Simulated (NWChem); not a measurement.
System: C$_{2}$H$_{5}$NOSi; SMILES N#CC[SiH2]O

NWChem input:

```
start job
memory heap 200 mb stack 900 mb global 1100 mb
geometry units angstroms noautosym nocenter noautoz
  N      0.329891     2.858324     0.000000
  C     -0.194856     1.825464     0.000000
  C     -0.801329     0.510840     0.000000
  Si     0.489115    -0.875813     0.000000
  O     -0.433897    -2.259313     0.000000
  H     -1.444259     0.392038     0.887514
  H     -1.444259     0.392038    -0.887514
  H      1.343964    -0.762192    -1.218416
  H      1.343964    -0.762192     1.218416
  H      0.016207    -3.108547     0.000000
end
basis spherical
  N library def2-svp
  C library def2-svp
  Si library def2-svp
  O library def2-svp
  H library def2-svp
end
dft
  xc m05-2x
  iterations 150
end
cosmo
  do_cosmo_smd true
  solvent water
end
task dft energy
```

NWChem printed, in part:

```
             Northwest Computational Chemistry Package (NWChem) 7.3.0
             --------------------------------------------------------

                             Geometry "geometry" -> ""
                             -------------------------

 Output coordinates in angstroms (scale by  1.889725989 to convert to a.u.)

  No.       Tag          Charge          X              Y              Z
 ---- ---------------- ---------- -------------- -------------- --------------
    1 N                    7.0000     0.32989100     2.85832400     0.00000000
    2 C                    6.0000    -0.19485600     1.82546400     0.00000000
    3 C                    6.0000    -0.80132900     0.51084000     0.00000000
    4 Si                  14.0000     0.48911500    -0.87581300     0.00000000
    5 O                    8.0000    -0.43389700    -2.25931300     0.00000000
    6 H                    1.0000    -1.44425900     0.39203800     0.88751400
    7 H                    1.0000    -1.44425900     0.39203800    -0.88751400
    8 H                    1.0000     1.34396400    -0.76219200    -1.21841600
    9 H                    1.0000     1.34396400    -0.76219200     1.21841600
   10 H                    1.0000     0.01620700    -3.10854700     0.00000000

 Effective nuclear repulsion energy (a.u.)     201.6048249557

                                 NWChem DFT Module
                                 -----------------

 Summary of "ao basis" -> "ao basis" (spherical)
 ------------------------------------------------------------------------------
       Tag                 Description            Shells   Functions and Types
 ---------------- ------------------------------  ------  ---------------------
 N                          def2-svp                 6       14   3s2p1d
 C                          def2-svp                 6       14   3s2p1d
 Si                         def2-svp                 8       18   4s3p1d
 O                          def2-svp                 6       14   3s2p1d
 H                          def2-svp                 3        5   2s1p

 in cosmo_initialize ...
 calling solv_data for solv:h2o

 solvent parameters
 solvname_short: h2o
 solvname_long:  water
 dielec:       78.4000
 dielecinf:     1.7769
 aqueous SMD model solvent descriptors
 dielec:       78.4000
 sola:          0.8200

[...]

                                COSMO-SMD solvation results
                                ---------------------------

             internal energy in gas <Psi(g)|H|Psi(g)> =      -498.423308928743
         internal energy in solvent <Psi(s)|H|Psi(s)> =      -498.420123204820
                               delta internal energy  =         0.003185723923 (    2.00 kcal/mol)
   total free energy in solvent <Psi(s)|H+V/2|Psi(s)> =      -498.441885492429
 polarization energy contribution <Psi(s)|V/2|Psi(s)> =        -0.021762287609 (  -13.66 kcal/mol)
    total free energy in solvent including G(SMD-CDS) =      -498.434309355989
                       G(SMD-CDS) energy contribution =         0.007576136440 (    4.75 kcal/mol)
     1 M fixed-concentration free energy of solvation =        -0.011000427246 (   -6.90 kcal/mol)

                       DFT Final Molecular Orbital Analysis
                       ------------------------------------

 Vector   21  Occ=2.000000D+00  E=-4.050693D-01
              MO Center= -1.3D-01,  1.9D+00,  1.4D-09, r^2= 2.7D+00
   Bfn.  Coefficient  Atom+Function         Bfn.  Coefficient  Atom+Function
  ----- ------------  ---------------      ----- ------------  ---------------
     6      0.422112   1 N  pz               20     -0.339575   2 C  pz
     9     -0.263804   1 N  pz               23     -0.217813   2 C  pz
    34      0.197831   3 C  pz               75      0.158082   6 H  s
    80     -0.158082   7 H  s                37      0.145664   3 C  pz
    66     -0.121985   5 O  pz               69     -0.093818   5 O  pz

 Vector   22  Occ=2.000000D+00  E=-3.767677D-01
              MO Center=  5.9D-01, -1.2D+00, -3.8D-08, r^2= 2.8D+00
   Bfn.  Coefficient  Atom+Function         Bfn.  Coefficient  Atom+Function
  ----- ------------  ---------------      ----- ------------  ---------------
    66      0.388798   5 O  pz               69      0.307748   5 O  pz
    85      0.276996   8 H  s                90     -0.276996   9 H  s
    86      0.233191   8 H  s                91     -0.233191   9 H  s
    52     -0.213811   4 Si pz               49      0.110760   4 Si pz
    59      0.097857   4 Si d  1             34      0.065839   3 C  pz

 Vector   23  Occ=2.000000D+00  E=-3.727380D-01
              MO Center= -2.1D-02,  8.9D-01,  3.7D-08, r^2= 3.8D+00
   Bfn.  Coefficient  Atom+Function         Bfn.  Coefficient  Atom+Function
  ----- ------------  ---------------      ----- ------------  ---------------
     4      0.299913   1 N  px               32      0.280388   3 C  px
    31      0.274845   3 C  s                35      0.241713   3 C  px
    33     -0.195216   3 C  py                7     -0.188432   1 N  px
    50     -0.184274   4 Si px               22      0.171478   2 C  py
    18     -0.165528   2 C  px                5     -0.133924   1 N  py

 Vector   24  Occ=0.000000D+00  E= 5.986367D-02
              MO Center=  4.0D-01, -1.1D-01, -5.5D-10, r^2= 5.3D+00
   Bfn.  Coefficient  Atom+Function         Bfn.  Coefficient  Atom+Function
  ----- ------------  ---------------      ----- ------------  ---------------
    54      0.831946   4 Si py               63      0.601198   5 O  s
    31     -0.440490   3 C  s                21      0.348818   2 C  px
    53      0.304580   4 Si px                7     -0.251269   1 N  px
     4      0.222823   1 N  px                3     -0.219592   1 N  s
    96     -0.217273  10 H  s                18      0.209766   2 C  px

[...]
```

Level: M05-2X/def2-SVP, SMD on the gas-phase geometry. Coordinates come from a PBE0/def2-SVP optimisation. Solvent: water.
